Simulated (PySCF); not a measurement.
**Field gradients at the hydrogen positions**

Compound: C3H6O2S2Si2.
Cartesian coordinates in Å at the GFN2-xTB level; atoms count from 1:
```xyz
15
C3H6O2S2Si2 angstrom
O     -4.1470   -2.1368    1.3330
C     -3.3343   -1.4513    0.8907
C     -2.3927   -0.6436    0.4580
C     -2.0434   -0.3368   -0.8859
O     -1.1014    0.3909   -1.1612
S     -1.4050    0.1291    1.7341
Si     0.2773    0.8360    0.5167
S      1.4013   -0.7455   -0.4181
Si     3.2716    0.2463   -0.7185
H     -2.6513   -0.7880   -1.6765
H      1.0900    1.1047    1.7145
H      0.1268    2.1190   -0.1450
H      3.7614    0.7168    0.5695
H      3.0449    1.3666   -1.6212
H      4.0974   -0.7995   -1.2954
```

Level: PBE0/pcSseg-1 (PySCF, non-relativistic); Q(2H) = 0.00286 b; rigid geometry, the same for H and D, with no vibrational averaging.

Question: Rank these positions by the coupling χzz of a deuteron there, largest first.
A. H11 (Si–H hydrogen)
B. H15 (Si–H hydrogen)
C. H10 (formyl hydrogen)

Answer: C (194 kHz), B (114 kHz), A (102 kHz).

Give the electric field gradient Vzz (the principal value of largest size), its asymmetry and the 2H coupling at each hydrogen.

```
atom  bonded to  bond length (Å)  Vzz (au)     η  χzz (kHz)
 H10         C4            1.095    0.2882  0.05        194
 H11        Si7            1.472    0.1513  0.08        102
 H12        Si7            1.451    0.1694  0.03        114
 H13        Si9            1.456    0.1663  0.02        112
 H14        Si9            1.457    0.1658  0.02        111
 H15        Si9            1.452    0.1699  0.02        114
```

Average by the element that carries the hydrogen.

on C: 194 kHz over 1 position, mean bond length 1.095 Å; on Si: 111 kHz over 5 positions, mean bond length 1.458 Å.

How does χzz go with the bond length over the 5 Si–H bonds?

A straight-line fit has a slope of -6.0 kHz for each 0.01 Å, with a correlation coefficient of -1.00, over lengths from 1.451 to 1.472 Å. The longer bonds have the smaller couplings here.

A static deuteron (I = 1) shows a doublet split by (3/2)χ, (3/4)χ(1 + η) and (3/4)χ(1 − η) with the field along z, y and x of the gradient. What are these for H11?

With |χ| = 101.7 kHz and η = 0.079: 153, 82 and 70 kHz, to first order and without motion.

Isolated species at its GFN2-xTB geometry (one conformer only). GFN2-xTB bond lengths can be off by several hundredths of an ångström, more for odd bonds, and the gradients follow them. A larger basis could move these couplings by a tenth or more.

These values come from a run that also computed NMR shieldings. Time: 49 s of wall time; peak memory 0.96 GiB. Hardware: an Arm Neoverse V1 with one thread, no GPU, shared host.
